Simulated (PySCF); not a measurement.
**How methods differ on the ionisation energy of Cs**

Cs [Xe] 6s1 (2S) → Cs⁺ [Xe] (1S), as a difference of total energies. Computed with PySCF 2.14 in def2-SVP with the def2 core potential (46 electrons) (5s3p2d, 24 functions), with a scalar-relativistic core potential. The calculations carry no spin-orbit coupling.

| method | ionisation energy (eV) |
| --- | --- |
| UHF | 3.492 |
| PBE | 3.977 |
| M06-L | 3.288 |

**Question.** Which method comes closest to the reference value, and which is furthest?

**Answer.** The reference is 3.894 eV (measured; NIST Atomic Spectra Database, ionization energies). Closest: PBE (error 0.083 eV); furthest: M06-L (error -0.606 eV).
